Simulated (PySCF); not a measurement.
Precursor series Mo F-OH. Gas-phase values, no solvent. One relaxed conformer stands for each flexible species; it need not be the lowest.

The HOMO from two functionals at the same geometries (TPSS-D3(BJ)/def2-SVP), both in PySCF: PBE-D3(BJ)/def2-TZVP and B3LYP-D3(BJ)/def2-TZVP. B3LYP has the VWN-RPA correlation part, as in Gaussian. 

| species | PBE-D3(BJ)/def2-TZVP (eV) | B3LYP-D3(BJ)/def2-TZVP (eV) |
|---|---|---|
| 0 of 6 F replaced by OH | -10.68 | -12.51 |
| 1 of 6 F replaced by OH | -9.57 | -11.24 |
| 2 of 6 F replaced by OH | -8.91 | -10.52 |
| 3 of 6 F replaced by OH ([Mo(F)3(OH)3]) | -8.17 | -9.71 |
| 4 of 6 F replaced by OH ([Mo(F)2(OH)4]) | -7.74 | -9.20 |
| 5 of 6 F replaced by OH ([Mo(F)(OH)5]) | -7.42 | -8.84 |
| 6 of 6 F replaced by OH ([Mo(OH)6]) | -7.15 | -8.56 |

Over these rows, drawn at random from the members with no instability flagged (it was tested for open shells, ions and some series alone), PBE minus B3LYP-D3(BJ): mean +1.56 eV, from +1.42 eV to +1.83 eV.
